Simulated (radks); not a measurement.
The germanium anion Ge4-, [Kr], held by a Watson sphere: a shell of charge +3.33 at radius R that stands for the Madelung well of a crystal (potential energy -3.33/R inside, -3.33/r outside, in hartree with lengths in bohr). All-electron calculation, scalar-relativistic Kohn-Sham, r2SCAN, spin-polarised, spherical densities, finite nucleus; meta-GGA in the generalised Kohn-Sham scheme; Fermi nuclear charge, rms radius of each element as measured or else 0.836 A^(1/3) + 0.57 fm. Program: a radial shooting solver on a logarithmic mesh with Libxc functionals.

R (bohr)  e(3d) (eV)  e(4s) (eV)  e(4p) (eV)  <r> 4p (bohr)  sum of <r^2> (bohr^2)  X-ray form factor at sin(theta)/lambda = 0.3 1/angstrom
2.93         -23.789      -8.964      -1.984          3.070                  90.07                                                   21.905
3.06         -23.748      -8.718      -1.882          3.144                  93.64                                                   21.930
3.46         -23.765      -8.098      -1.592          3.374                  105.3                                                   21.995
3.56         -23.791      -7.972      -1.526          3.432                  108.3                                                   22.007
4.28         -24.070      -7.357      -1.132          3.863                  132.4                                                   22.059
4.37         -24.110      -7.310      -1.093          3.918                  135.6                                                   22.061
4.96         -24.374      -7.128      -0.884          4.281                  158.5                                                   22.071
